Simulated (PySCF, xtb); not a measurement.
GeH₆O₂Si, SMILES [OH][GeH]([OH])[SiH3].

GFN2-xTB (xtb) at its own geometry gives an orbital gap of 4.53 eV and a dipole moment of 3.40 D.

Coordinates come from a TPSSh-D3(BJ)/def2-SVP optimisation. The structure was generated by enumeration, and PubChem lists no compound with its InChIKey, so it may never have been made. Other conformers were not sampled.

Question: What does PySCF with PBE/def2-TZVP give? (The exact figures need the calculation; the answer reports its results.)

Answer: gap 5.71 eV (levels -6.78 and -1.07 eV), dipole 0.28 D.
